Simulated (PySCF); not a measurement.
# Computed records: BFH4Si, CH7BOSi, B2ClH4Si, B2H5OSi and others

Computed with PySCF 2.14.0. Calculation on a computer-drawn molecule: the log of a Hartree-Fock and frozen-core CCSD(T) single point meant for a local Hartree-Fock minimum, with one planted fault or none, to be diagnosed. Offsets are logged minus clean, where the clean run is the same molecule without the fault. The reference is restricted for singlets and unrestricted otherwise, and also for a bond in bohr or an excited solution. Adding or removing an electron swaps singlet and doublet. The excited solution moves the top pair (singlet) or top alpha electron (doublet) to the lowest empty orbital. Highest occupied and lowest empty are orbital energies over both spins, largest force is the largest gradient component, triples share is (T) over the correlation energy, the T1 limit is 0.02 restricted and 0.045 unrestricted, electrons count all cores, a negative frequency is imaginary (commonest isotopes), and the dipole is about the centre of nuclear charge.

Common to all runs: meant multiplicity 1; meant basis cc-pV(D+d)Z; logged SCF converged yes; logged CC converged yes; logged SCF stable within its kind yes; possible faults no fault, one electron removed, one electron added, multiplicity raised by two, geometry at a saddle point, SCF held on an excited solution, minimal basis STO-3G, one bond length entered in bohr, all coordinates scaled.

(1) BFH4Si

Logged structure:
```xyz
7
BFH4Si
B     -1.8792    -0.2260    -0.6173
Si     0.2118    -0.6445    -0.5303
F      0.6874    -1.7556    -1.7394
H     -2.3779     0.5809     0.2178
H     -2.6492    -0.7485    -1.4686
H      0.5957    -1.2758     0.8410
H      1.0471     0.6513    -0.7523
```

* meant charge: 0
* logged electrons: 32
* logged basis functions: 71
* logged spin squared: 0
* logged highest occupied: -11.449 eV
* logged lowest empty: 0.93061 eV
* logged largest force: 0.033146 hartree/bohr
* logged T1 diagnostic: 0.012566
* logged D1 diagnostic: 0.027235
* logged triples share: 0.019274
* logged dipole magnitude: 2.2141 debye
* logged energy HF: -415.39642 hartree
* logged energy CCSD(T): -415.81453 hartree
* planted fault: all coordinates scaled, by +5.3 %
* HF energy offset from clean run: 9.219 kcal/mol
* CCSD(T) energy offset from clean run: 6.452 kcal/mol

Drawn bonds:
```csv
atom,other atom,order
1,2,1
2,3,1
1,4,1
1,5,1
2,6,1
2,7,1
```

(2) CH7BOSi

Logged structure:
```xyz
11
CH7BOSi
B      0.8248    -0.5928     1.6813
Si    -0.4824    -1.0584     0.2026
O     -1.1213     0.3133    -0.4610
C     -2.0557     0.3647    -1.5029
H      1.3827    -1.4764     2.2741
H      1.0736     0.5357     1.9993
H      0.2021    -1.8549    -0.8531
H     -1.5775    -1.9136     0.7386
H     -2.2786     1.4099    -1.7132
H     -2.9872    -0.1407    -1.2302
H     -1.6641    -0.0968    -2.4146
```

* meant charge: 0
* logged electrons: 39
* logged basis functions: 100
* logged spin squared: 0.7616
* logged highest occupied: -16.804 eV
* logged lowest empty: -8.6523 eV
* logged largest force: 0.091169 hartree/bohr
* logged T1 diagnostic: 0.046661
* logged D1 diagnostic: 0.30625
* logged triples share: 0.027221
* logged dipole magnitude: 5.2333 debye
* logged energy HF: -430.05949 hartree
* logged energy CCSD(T): -430.62137 hartree
* planted fault: one electron removed
* HF energy offset from clean run: 227.8 kcal/mol
* CCSD(T) energy offset from clean run: 238.4 kcal/mol

Drawn bonds:
```csv
atom,other atom,order
1,2,1
2,3,1
3,4,1
1,5,1
1,6,1
2,7,1
2,8,1
4,9,1
4,10,1
4,11,1
```

Notes: T1 above single-reference limit.

(3) B2ClH4Si

Logged structure:
```xyz
8
B2ClH4Si
B     -1.1570     1.0795    -0.6587
Si    -0.5239    -0.5263     0.4482
B     -0.7413    -2.2673    -0.6650
Cl    -0.9121    -3.6265    -1.5391
H     -1.5643     0.9634    -1.7724
H     -1.0959     2.1450    -0.1291
H      0.9218    -0.5778     0.7372
H     -1.3450    -0.8620     1.6268
```

* meant charge: 1
* logged electrons: 45
* logged basis functions: 94
* logged spin squared: 0.7693
* logged highest occupied: -6.6557 eV
* logged lowest empty: 1.0119 eV
* logged largest force: 0.076042 hartree/bohr
* logged T1 diagnostic: 0.020141
* logged D1 diagnostic: 0.08967
* logged triples share: 0.028142
* logged dipole magnitude: 1.4058 debye
* logged energy HF: -800.04832 hartree
* logged energy CCSD(T): -800.49894 hartree
* planted fault: one electron added
* HF energy offset from clean run: -126.7 kcal/mol
* CCSD(T) energy offset from clean run: -130 kcal/mol

Drawn bonds:
```csv
atom,other atom,order
1,2,1
2,3,1
3,4,1
1,5,1
1,6,1
2,7,1
2,8,1
```

(4) B2ClH4Si

Structure as in entry 3.

* meant charge: 1
* logged electrons: 44
* logged basis functions: 94
* logged spin squared: 2.0119
* logged highest occupied: -12.229 eV
* logged lowest empty: -6.9932 eV
* logged largest force: 0.034124 hartree/bohr
* logged T1 diagnostic: 0.023542
* logged D1 diagnostic: 0.08337
* logged triples share: 0.033493
* logged dipole magnitude: 2.5487 debye
* logged energy HF: -799.70307 hartree
* logged energy CCSD(T): -800.14248 hartree
* planted fault: multiplicity raised by two
* HF energy offset from clean run: 89.92 kcal/mol
* CCSD(T) energy offset from clean run: 93.69 kcal/mol

Drawn bonds:
```csv
atom,other atom,order
1,2,1
2,3,1
3,4,1
1,5,1
1,6,1
2,7,1
2,8,1
```

(5) B2H5OSi

Logged structure:
```xyz
9
B2H5OSi
B     -3.0222     0.7536     1.0408
Si    -2.5411     2.2990    -0.2154
B     -1.5280     1.5532    -1.8702
O     -0.9311     1.0311    -2.8219
H     -2.7461    -0.3781     0.7897
H     -3.5981     1.0415     2.0435
H     -3.6797     2.9675    -0.8720
H     -1.5511     3.2627     0.2997
H     -0.5132     1.2419    -3.6525
```

- meant charge: 1
- logged electrons: 37
- logged basis functions: 90
- logged spin squared: 0.762
- logged highest occupied: -5.0983 eV
- logged lowest empty: 1.3318 eV
- logged largest force: 0.032706 hartree/bohr
- logged T1 diagnostic: 0.029936
- logged D1 diagnostic: 0.16534
- logged triples share: 0.029848
- logged dipole magnitude: 11.122 debye
- logged energy HF: -415.97682 hartree
- logged energy CCSD(T): -416.48315 hartree
- planted fault: one electron added
- HF energy offset from clean run: -93.27 kcal/mol
- CCSD(T) energy offset from clean run: -108.4 kcal/mol

Drawn bonds:
```csv
atom,other atom,order
1,2,1
2,3,1
3,4,1
1,5,1
1,6,1
2,7,1
2,8,1
4,9,1
```

(6) B2H5OSi

Structure as in entry 5.

- meant charge: 1
- logged electrons: 35
- logged basis functions: 90
- logged spin squared: 0.7598
- logged highest occupied: -24.132 eV
- logged lowest empty: -13.78 eV
- logged largest force: 0.069139 hartree/bohr
- logged T1 diagnostic: 0.01985
- logged D1 diagnostic: 0.057431
- logged triples share: 0.028035
- logged dipole magnitude: 1.5 debye
- logged energy HF: -415.27891 hartree
- logged energy CCSD(T): -415.73731 hartree
- planted fault: one electron removed
- HF energy offset from clean run: 344.7 kcal/mol
- CCSD(T) energy offset from clean run: 359.6 kcal/mol

Drawn bonds:
```csv
atom,other atom,order
1,2,1
2,3,1
3,4,1
1,5,1
1,6,1
2,7,1
2,8,1
4,9,1
```

(7) AlBH5NSi

Logged structure:
```xyz
9
AlBH5NSi
B     -2.8643    -0.9377    -0.3651
Si    -2.3028     0.4357     1.1558
N     -0.9619     1.5692     0.6948
Al     0.6477     2.0045     1.5892
H     -2.6847    -0.6923    -1.5818
H     -3.4357    -2.0174    -0.0843
H     -1.8187    -0.3097     2.4283
H     -3.6109     1.1849     1.5480
H     -1.1342     2.0572    -0.2248
```

* meant charge: 0
* logged electrons: 44
* logged basis functions: 99
* logged spin squared: 0
* logged highest occupied: -8.3549 eV
* logged lowest empty: 1.245 eV
* logged largest force: 0.030632 hartree/bohr
* logged T1 diagnostic: 0.015533
* logged D1 diagnostic: 0.047024
* logged triples share: 0.029489
* logged dipole magnitude: 1.1323 debye
* logged energy HF: -612.89799 hartree
* logged energy CCSD(T): -613.36858 hartree
* planted fault: all coordinates scaled, by +4.3 %
* HF energy offset from clean run: 8.357 kcal/mol
* CCSD(T) energy offset from clean run: 4.873 kcal/mol

Drawn bonds:
```csv
atom,other atom,order
1,2,1
2,3,1
3,4,1
1,5,1
1,6,1
2,7,1
2,8,1
3,9,1
```

(8) AlBH5NSi

Logged structure:
```xyz
9
AlBH5NSi
B     -2.7462    -0.8991    -0.3500
Si    -2.2078     0.4177     1.1082
N     -0.9222     1.5045     0.6661
Al     0.6210     1.9219     1.5237
H     -2.5740    -0.6637    -1.5166
H     -3.2940    -1.9342    -0.0808
H     -1.7437    -0.2970     2.3282
H     -3.4621     1.1360     1.4842
H     -1.2345     2.3886    -0.9999
```

* meant charge: 0
* logged electrons: 44
* logged basis functions: 99
* logged spin squared: 0.8911
* logged highest occupied: -8.6511 eV
* logged lowest empty: 0.84521 eV
* logged largest force: 0.018735 hartree/bohr
* logged T1 diagnostic: 0.062788
* logged D1 diagnostic: 0.25971
* logged triples share: 0.039204
* logged dipole magnitude: 0.50871 debye
* logged energy HF: -612.78022 hartree
* logged energy CCSD(T): -613.24024 hartree
* planted fault: one bond length entered in bohr, row 8 of the drawn bonds
* HF energy offset from clean run: 82.26 kcal/mol
* CCSD(T) energy offset from clean run: 85.41 kcal/mol

Drawn bonds:
```csv
atom,other atom,order
1,2,1
2,3,1
3,4,1
1,5,1
1,6,1
2,7,1
2,8,1
3,9,1
```

Notes: T1 above single-reference limit.
